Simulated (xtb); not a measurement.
C3H9S, SMILES C[S+](C)C, charge +1. All values are semi-empirical tight-binding results from xtb (GFN2-xTB unless named), good for trends rather than for accurate numbers. The structure is a stationary point at GFN2-xTB.

| Item | Value |
|---|---|
| point group as xtb finds it | C3v |
| orbital gap | 6.32 eV |
| zero-point energy | 70.1 kcal/mol |
| G − E(el) at 298.15 K (modified RRHO) | 52.1 kcal/mol |
| static polarisability (D4 model) | 57.7 bohr³ |
| solvation energy, GFN2-xTB/ALPB(water) | -55.3 kcal/mol |
| solvation energy, GFN2-xTB/ALPB(ether) | -46.4 kcal/mol |
